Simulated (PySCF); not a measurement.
Mo: ionisation energy

Mo [Kr] 4d5 5s1 (7S) → Mo⁺ [Kr] 4d5 (6S), as a difference of total energies. Calculation: PySCF 2.14, in x2c-TZVPPall with one added diffuse shell each of s, p, d, f type (9s7p7d3f1g, 95 functions); scalar relativity by spin-free X2C-1e. Correlated levels: valence: [Kr] frozen. The calculations carry no spin-orbit coupling.

```json
{"method": "UHF", "ionisation energy (eV)": "6.255"}
{"method": "MP2 (valence)", "ionisation energy (eV)": "6.805"}
{"method": "SCS-MP2 (valence)", "ionisation energy (eV)": "6.438"}
{"method": "CCSD (valence)", "ionisation energy (eV)": "6.838"}
{"method": "CCSD(T) (valence)", "ionisation energy (eV)": "6.874"}
```

Errors of the correlated levels include the incompleteness of this basis and the frozen core.

Which method comes closest to the reference value, and which is furthest?

The reference is 7.092 eV (measured; NIST Atomic Spectra Database, ionization energies). Closest: CCSD(T) (valence) (error -0.218 eV); furthest: UHF (error -0.837 eV).
